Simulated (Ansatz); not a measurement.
Computed with Ansatz on PBE0-D4/def2-TZVP structures; ΔE is electronic, products minus reactants. CBS: MP2 limit from def2 TZ/QZ plus the TZ coupled-cluster correction, frozen cores. DFT in def2-TZVPP. Each species was taken in one conformer, which may not be the lowest.

Reaction (ligand exchange at the Si–C bond): `CC(Cl)[SiH2]O` + `O[SiH](O)O` → `O[SiH2]O[SiH](O)O` + `CCCl`

`CC(Cl)[SiH2]O`:

Z-matrix (Å, degrees):
```
C
C 1 1.512
H 1 1.095 2 109.5
H 1 1.092 2 111.4 3 -119.5
H 1 1.092 2 111.3 3 119.5
Cl 2 1.810 1 110.4 3 177.9
Si 2 1.887 1 114.6 3 -63.7
H 2 1.092 1 110.8 3 62.2
O 7 1.641 2 111.1 1 -175.5
H 7 1.484 2 109.9 1 67.3
H 7 1.488 2 106.6 1 -52.3
H 9 0.960 7 115.8 2 52.0
```

`O[SiH](O)O`:

Cartesian coordinates in Å:
```
O -0.038 0.934 -1.349
Si -0.309 0.141 0.049
O 0.973 0.113 1.074
O -0.620 -1.428 -0.282
H 0.535 0.515 -1.993
H -1.449 0.851 0.661
H 1.254 0.942 1.462
H -0.346 -2.068 0.377
```

`O[SiH2]O[SiH](O)O`:

```xyz
12

O     0.590    1.078   -1.571
Si   -0.821    0.218   -1.446
O    -0.844   -0.397    0.052
Si    0.010   -0.325    1.455
O     1.486    0.286    1.121
O     0.157   -1.794    2.136
H     0.604    1.852   -2.134
H    -1.970    1.130   -1.668
H    -0.837   -0.893   -2.425
H    -0.751    0.483    2.420
H     1.556    0.749    0.278
H     0.821   -2.387    1.780
```

`CCCl`:

```xyz
8

C    -0.084   -0.744    0.275
C     0.170    0.688   -0.121
Cl   -0.710    1.118   -1.617
H     0.468   -0.974    1.191
H     0.246   -1.430   -0.507
H    -1.145   -0.917    0.459
H     1.224    0.874   -0.323
H    -0.168    1.387    0.643
```

```tsv
level	ΔE (kJ/mol)	difference from CCSD(T)/CBS
PBE-D4	-120.0	14.1
ωB97X-V	-133.8	0.3
ωB97M-V	-132.5	1.6
B2PLYP	-138.6	-4.5
PBE	-121.1	13.0
r2SCAN	-133.0	1.1
PBE0	-127.9	6.2
HF/def2-TZVPP	-157.0	-22.9
SCS-MP2/def2-TZVPP	-138.2	-4.1
CCSD(T)/def2-TZVPP	-134.5	-0.4
HF/def2-QZVPP	-159.1	-25.0
MP2/def2-QZVPP	-134.4	-0.3
SCS-MP2/def2-QZVPP	-138.7	-4.6
HF/CBS(def2)	-159.4	-25.3
MP2/CBS(def2)	-133.5	0.6
CCSD/CBS(def2)	-137.6	-3.5
CCSD(T)/CBS	-134.1	0
```

Largest T1 diagnostic among the species: 0.012.

In def2-TZVPP, CCSD(T) changes the Hartree–Fock value by +22.5 kJ/mol (the triples alone add +3.5 kJ/mol) and MP2 by +23.1 kJ/mol. From PBE to PBE0 (25 % exact exchange), in def2-TZVPP and without D4, ΔE moves by −6.8 kJ/mol.

CCSD(T)/CBS has its own doubt, a few kJ/mol and more with outer-core shells, so smaller differences from it don't rank the levels.
